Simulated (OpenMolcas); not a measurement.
Os6+ (d2) among equal point charges was computed by CASSCF with the d shell active (OpenMolcas, ANO-RCC-VDZP on the metal). Its lowest spin-free states, and all those of the highest spin:

| 2S+1 | Degeneracy | E (cm-1) |
| --- | --- | --- |
| 3 | 1 | 0.0 |
| 3 | 3 | 1785 |
| 3 | 3 | 3174 |
| 1 | 2 | 13455 |
| 1 | 3 | 14815 |
| 3 | 3 | 16136 |
| 1 | 1 | 20157 |
| 1 | 3 | 20629 |
| 1 | 2 | 21320 |
| 1 | 3 | 21798 |
| 1 | 1 | 49585 |

Problem. Is the site octahedral, tetrahedral or cube-like, axial, or of lower symmetry?

Solution. The states with 2S+1 = 3 have orbital degeneracies 1, 3, 3, 3. Threefold states need a cubic site. For d2 at this spin an octahedron puts the threefold T1 below the threefold T2 and a tetrahedron or cube puts the single A2 below the threefold T2, so the site is a tetrahedron or a cube, which this pattern cannot tell apart. The first gap at this spin, 1790 cm-1, is |10Dq| in ligand-field theory. The run had Os6+ among 4 point charges of -1.3 e arranged as a tetrahedron (Td), 2.1 Å from the ion.

Spin-orbit coupling mixes the spin-free states strongly: the lowest level takes only 43 % from its leading state, 3T2, which lies 1785 cm-1 above the lowest spin-free state. Without dynamic correlation the repulsion within the d shell is too large (B by tens of per cent), so at a given field states of lower spin stand too high. The ground term spreads over less than 5000 cm-1, several times less than with real ligands, so orbital moments are less quenched and χT lies further from the spin-only value than at real sites. Point charges carry no covalency, so the field is a model and not that of real ligands. No measured value stands beside these numbers.
